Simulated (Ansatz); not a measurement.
A made-up structure of AlBSiNH5, singlet:

N1  (-1.137, 0.304, 0.271)
Si2  (0.119, 1.306, 0.593)
B3  (1.558, 0.093, -0.132)
Al4  (-0.150, -1.218, -0.550)
H5  (-2.119, 0.457, 0.453)
H6  (-0.211, 2.621, 1.239)
H7  (2.732, 0.293, -0.170)
H8  (-0.255, -2.508, 0.393)
H9  (2.543, -0.329, 0.287)
(Å)

It is relaxed with PBE-D4/def2-SVP and then PBE0-D4/def2-TZVP (Ansatz 0.2.0). Atoms count as bonded within 1.22 times the sum of their covalent radii (H–H: 0.88 Å). The end point is not checked to be a true minimum.

Does its bonding change? (Judge from chemistry; the calculation decides.)

The calculation gives: Yes. Formed: none; broken: H7–H9.

Where it ends: The first stage lowers the energy by 3.61 eV in 15 steps. It ends as AlBSiNH₅ ([BH2]1[AlH]2[NH][SiH]12):
N1  (-0.966, 0.151, 0.711)
Si2  (0.260, 1.286, 0.466)
B3  (1.754, 0.145, 0.034)
Al4  (0.063, -1.134, -0.142)
H5  (-1.892, 0.269, 1.089)
H6  (-0.250, 2.697, 0.416)
H7  (2.660, 0.421, -0.693)
H8  (-0.589, -2.497, -0.627)
H9  (2.039, -0.319, 1.131)
(Å)

Labels in which every atom is bracketed show which atoms are joined, not bond orders.

For scale, one of the runs: PBE0-D4/def2-TZVP relaxation, 166 basis functions, launched by `ansatz run in.yaml --threads 2 --pin off --events-out ev --progress --plain --max-ram 4352MiB`. The run took about 56 s on 2 CPU threads of an Arm Neoverse V1 (shared host).
